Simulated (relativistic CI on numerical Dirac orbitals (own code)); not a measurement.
## Sm2+ (4f6) in a crystal field

Calculated by Dirac-Coulomb-Breit CI, KLI orbitals optimised for each configuration, a model potential for QED, valence Slater integrals scaled by 0.85, one configuration in a parametric crystal field (own radial code).

Field parameters in Wybourne normalisation; cubic f-shell fields have B⁴₄ = √(5/14) B⁴₀ and B⁶₄ = −√(7/2) B⁶₀. The field is a parameter set, without covalency.

S is read from ⟨S²⟩ = S(S + 1).

Powder χT (cm³ K mol⁻¹) by Van Vleck's formula, with temperature-independent terms:

```
                                                             Field     2 K     5 K    10 K   20 K   50 K  100 K  200 K  300 K
D4h, B20 = -190, B40 = 340, B44 = -480, B60 = -180, B64 = 440 cm⁻¹  0.0142  0.0355  0.0711  0.142  0.356  0.703   1.19   1.49
                                    Oh, B40 = -760, B60 = -80 cm⁻¹   0.014  0.0351  0.0702   0.14  0.351  0.697   1.19   1.49
```

Problem. For D4h, B20 = -190, B40 = 340, B44 = -480, B60 = -180, B64 = 440 cm⁻¹: what effective moment follows at 300 K?

Solution. μ_eff = √(8χT) = 3.45 μB. The LS value g√(J(J + 1)) of the free ion's 7F_0 level is 0.00 μB. The ground level is a non-magnetic singlet, so χT starts at zero and rises through temperature-independent paramagnetism and the filling of excited levels.
